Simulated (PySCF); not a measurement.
A structure optimised at PBE-D3(BJ)/def2-SVP, used in a PySCF frequency run:

```
Si
F 1 1.6423
O 1 1.6561 2 108.27
H 3 0.9741 1 114.98 2 -57.52
O 1 1.6600 2 109.37 3 -118.62
H 5 0.9733 1 115.17 2 -59.76
S 1 2.1211 2 108.34 3 120.18
C 7 1.8433 1 98.74 2 -43.89
H 8 1.1056 7 110.75 1 54.01
H 8 1.1057 9 109.57 7 -117.11
H 8 1.1062 9 110.11 10 -120.21
```

Write its SMILES and formula.

CS[Si](O)(O)F, CH5FO2SSi

What are its rotational constants (standard atomic weights)?

3.1996, 1.6985, 1.5671 GHz
